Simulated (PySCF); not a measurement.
IPb, neutral, multiplicity 2. Atoms are numbered in the order given.

```xyz
2

Pb     0.0000     0.0000    -1.1115
I      0.0000     0.0000     1.7196
```
Charge 0, spin multiplicity 2.

Coordinates come from a B3LYP-D3(BJ)/def2-TZVP optimisation. The multiplicity is an assumed one; other spin states were not compared. The def2 effective core potentials stand for the cores of I, Pb; spin–orbit coupling is left out.

Calculation: B3LYP/def2-TZVPD (PySCF).

The molecule is in vacuum.

| Item | Result |
|---|---|
| total energy | -490.79284 hartree |
| point group | C∞v |
| α spin, highest occupied and lowest empty level | -4.65 and -3.40 eV |
| β spin, highest occupied and lowest empty level | -7.07 and -3.20 eV |
| dipole moment | 3.22 D |
| ⟨S²⟩ | 0.752 (pure state 0.75) |
